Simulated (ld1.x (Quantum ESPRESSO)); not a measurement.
## Os: from the effect back to the setting (PAW)

Base potential:

ld1.x (Quantum ESPRESSO) 7.5 input, shortened:

```
&input
   title='Os', zed=76., rel=1, dft='REVPBE', iswitch=3,
   config='[Xe] 4f14 5d6 6s1.5 6p0'
 /
 &inputp
   pseudotype=3, lpaw=.true., tm=.true., lloc=-2, rcloc=1.45,
   nlcc=.false.,
   which_augfun='BESSEL', rmatch_augfun=1.50
 /
6
5S  1  0   2.00   0.00  1.35  1.50  0.0
6S  2  0   1.50   0.00  1.35  1.50  0.0
5P  2  1   6.00   0.00  1.60  1.85  0.0
6P  3  1   0.00   0.00  1.60  1.85  0.0
5D  3  2   6.00   0.00  1.40  1.90  0.0
5D  3  2   0.00  -0.25  1.40  1.90  0.0
 &test
   configts(1)='5s2 5p6 5d6 6s1.5 6p0'
 /
```

Cutoffs, loose and tight: the cutoffs (Ry, on a coarse ladder) from which the occupation-weighted sum of valence levels, in a spherical-Bessel basis at the reference potential, stays within 10 and 1 mRy of its value at 400 Ry. They do not see the model core or the augmentation charge, which bear on the density cutoff. Test errors are all-electron minus pseudo excitation energies from the reference, over the configurations 5s2 5p6 5d6 6s2 6p0; 5s2 5p6 5d6 6s1 6p0; 5s2 5p6 5d6 6s0 6p0; 5s2 5p6 5d7 6s0 6p0; 5s2 5p6 5d6 6s0 6p1; 5s2 5p6 5d6 6s0 6p2; 5s2 5p5 5d6 6s2 6p0; variants that change the core or the reference have their own tests. The largest error is taken over the tests solved by every variant that gives reliable tests at all, those not shown here included: 5s2 5p6 5d6 6s0 6p0; 5s2 5p6 5d6 6s0 6p1; 5s2 5p6 5d6 6s0 6p2; 5s2 5p6 5d6 6s1 6p0; 5s2 5p6 5d6 6s2 6p0; 5s2 5p6 5d7 6s0 6p0.

A file whose overlap is not positive is unfit for use, and its test errors describe a broken file.

Only the s radius is moved (1 further runs of the sweep failed or gave no value and are left out):

```tsv
s radius (bohr)	bound ghosts	largest test error (meV)	median size of the test errors
1.02	not determined (overlap not positive)	-6.1	1.1 meV
1.22	not determined (overlap not positive)	+2.5	1.7 meV
1.38	not determined (overlap not positive)	+8.6	6.7 meV
1.82	not determined (overlap not positive)	+94	74.2 meV
2.2	not determined (overlap not positive)	+17265	17243.0 meV
```

Problem. One more run gave bound ghosts: not determined (overlap not positive); largest test error (meV): +59; median size of the test errors: 44.9 meV. Which value of the s radius was used?

Solution. 1.68 bohr. The median size of the test errors moves one way along this sweep, from 1.1 meV at 1.02 to 17243.0 meV at 2.2 bohr, which places the run between 1.38 and 1.82 bohr.
